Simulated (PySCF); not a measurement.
Species: CBr4.
SMILES: `BrC(Br)(Br)Br`

Linear response at PBE0/aug-cc-pVTZ (PySCF, frozen core in the response, non-relativistic). Isolated species at its PBE0-D3(BJ)/def2-TZVP geometry, gas phase. Relativistic effects, spin–orbit coupling among them, are left out although an element past zinc is present.

Static isotropic polarisability: 99.28 au (14.71 Å³), principal values 99.3, 99.3, 99.3 au.

What is the polarisability at 1064 nm and at the sodium D line?

100.34 au at 1064 nm (+1.1 %), 102.88 au at 589.3 nm (+3.6 %). The rise at 589.3 nm is 3.41 times that at 1064 nm; a pure ω² law gives 3.26. The lowest singlet lies at 289 nm, shorter than both wavelengths.

What is the isotropic C6 coefficient between two such molecules, C6 = (3/π)∫α(iω)² dω?

3583 au (Eh·bohr⁶) by a ten-point quadrature over imaginary frequencies, which is 2140 eV·Å⁶ or 207 J·nm⁶/mol.

Which effective excitation energy ω̄ makes London's formula C6 = (3/4)α²ω̄ exact here?

ω̄ = 4·C6/(3α²) = 0.485 Eh = 13.2 eV. A one-pole form α(ω) = α/(1 − ω²/ω̄²) fitted to the 1064 nm value gives 11.3 eV.

What does −C6/R⁶ come to at R = 8 Å between centres?

-790 J/mol. This is the leading, orientation-averaged term; C8 and higher terms are left out.

What molar refraction at the D line follows from R = (4π/3)·N_A·α′, with α′ the polarisability volume?

α′ = 15.25 Å³ gives R = 38.46 cm³/mol, for isolated, non-vibrating species.

How many electrons N does the Slater–Kirkwood formula C6 = (3/4)·√N·α^(3/2) need to give this C6?

N = (4·C6/3)²/α³ = 23.3; the species has 146 electrons in all.

How anisotropic is the static polarisability, by Δα² = ½[(α1 − α2)² + (α2 − α3)² + (α3 − α1)²]?

Δα = 0.0 au, or 0.00 of the isotropic value.

What n − 1 at the D line would an ideal gas of it have at 273.15 K and 1 atm (2.6868 × 10¹⁹ cm⁻³), by n − 1 = 2π·N·α′?

25.74 × 10⁻⁴, a formal value whether or not that pressure can be reached.
